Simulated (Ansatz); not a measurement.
Start from `C[NH][Zr]([OH])([OH])[OH]` and change one atom or group to get `[CH3][Zr]([OH])([OH])[OH]`.

Ansatz, PBE0-D4/def2-TZVP geometries, multiplicity 1. Each molecule was computed in one conformer, which needn't be the lowest.

Elements past krypton have def2 core potentials.

| property | `C[NH][Zr]([OH])([OH])[OH]` |
| --- | --- |
| zero-point energy (PBE0-D4/def2-TZVP) / kJ/mol | 236.8 |
| ideal-gas entropy at 298 K and 1 bar (rigid rotor, harmonic PBE0-D4/def2-TZVP) / J/(mol·K) | 445 |
| LUMO energy (ωB97M-V/def2-TZVPP) / eV | 0.81 |
| size of the dipole moment (PBE/def2-TZVPP) / D | 0.41 |
| HOMO energy (ωB97M-V/def2-TZVPP) / eV | -8.75 |
| HOMO–LUMO gap (B3LYP/def2-TZVPP) / eV | 5.87 |

Task: What does the change do to each property? (Best estimate.)

Result: Computed: 
```csv
property,`[CH3][Zr]([OH])([OH])[OH]`,shift
zero-point energy (PBE0-D4/def2-TZVP) / kJ/mol,187.0,-49.8
"ideal-gas entropy at 298 K and 1 bar (rigid rotor, harmonic PBE0-D4/def2-TZVP) / J/(mol·K)",410,-35
LUMO energy (ωB97M-V/def2-TZVPP) / eV,0.71,-0.10
size of the dipole moment (PBE/def2-TZVPP) / D,2.41,2.00
HOMO energy (ωB97M-V/def2-TZVPP) / eV,-9.36,-0.61
HOMO–LUMO gap (B3LYP/def2-TZVPP) / eV,6.45,0.58
```

The zero-point energy changes by -49.8 kJ/mol with -6 modes. Dipoles are sizes alone; their direction can turn. Modes under 60 cm⁻¹, often nearly free rotors, make the harmonic entropy too high.

B3LYP here is the variant with VWN-RPA as its local correlation; programs differ in this.
